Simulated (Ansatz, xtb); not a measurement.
H4NSi3: which of two isomers lies lower

Structure X: `[Si]=N[SiH][SiH3]`, a doublet. Structure Y: `[Si]=N[SiH2][SiH2]`, a doublet. Both are isolated molecules in the gas phase, relaxed with B3LYP-D3(BJ)/def2-SVP; each stands in its lowest conformer found.

X (Å):

| atom | x (Å) | y (Å) | z (Å) |
| --- | --- | --- | --- |
| N | 1.3421 | 0.2178 | -1.5153 |
| Si | -0.6484 | 0.2319 | 1.2045 |
| Si | -0.2937 | -0.0568 | -1.0958 |
| Si | 2.8832 | 0.3467 | -1.8795 |
| H | -0.3254 | 1.6194 | 1.6640 |
| H | 0.2320 | -0.7202 | 1.9442 |
| H | -2.0733 | -0.0619 | 1.5420 |
| H | -1.2254 | 0.7341 | -1.9638 |

Y (Å):

```tsv
atom	x (Å)	y (Å)	z (Å)
N	1.0276	0.6414	2.9180
Si	0.5913	0.7016	4.4328
Si	1.4684	0.6468	1.2476
Si	0.4290	2.4905	0.2346
H	2.9570	0.7214	1.1031
H	1.0146	-0.6002	0.5609
H	0.7299	2.6708	-1.2214
H	0.6867	3.7766	0.9556
```

Energies in hartree; the thermal terms are from B3LYP-D3(BJ)/def2-SVP harmonic frequencies (ideal gas, rigid rotor, one conformer each, 298.15 K, 1 atm) and include the zero-point energy:

|  | X | Y |
| --- | --- | --- |
| E, CCSD(T)/def2-SVP | −923.715807 | −923.714685 |
| zero-point energy | 0.038086 | 0.037918 |
| H(298 K) − E | 0.045887 | 0.045742 |
| G(298 K) − E | 0.005782 | 0.005675 |

Question: Work out ΔE, ΔE₀, ΔH and ΔG for X → Y in kcal/mol (1 Eh = 627.51 kcal/mol) and the equilibrium ratio [Y]/[X].

Answer: 1. ΔE = −923.714685 − (−923.715807) = +0.001122 Eh = +0.70 kcal/mol.
2. ΔE₀ = ΔE + ΔZPE = +0.001122 + (−0.000168) Eh = +0.60 kcal/mol.
3. ΔH = ΔE + (−0.000145) Eh = +0.61 kcal/mol.
4. ΔG = ΔE + (−0.000107) Eh = +0.64 kcal/mol, so ΔS = (ΔH − ΔG)/T = −0.3 J/(mol K).
5. kT = 0.9442 mEh, so K = [Y]/[X] = exp(−ΔG/kT) = exp(−1.08) ≈ 0.34.

The two are too close for this level to say which is favoured. An error of 1 kcal/mol in ΔG would change K by a factor of 5.4. Mirror images and further conformers aren't counted.

As drawn, both hold the same kinds of bond in the same numbers.

Other levels gave ΔE = +5.0 (GFN2-xTB); +6.0 (HF/STO-3G, GFN2-xTB geometries); +2.1 (r2SCAN-D4/def2-SVP, GFN2-xTB geometries); +2.8 (B3LYP-D3(BJ)/def2-SVP); −0.8 (HF/def2-SVP); −0.1 (MP2/def2-SVP) kcal/mol. Open shells are spin-unrestricted. The correlated steps freeze 16 core orbitals. Programs: Ansatz 0.2.0, xtb 6.7.1.
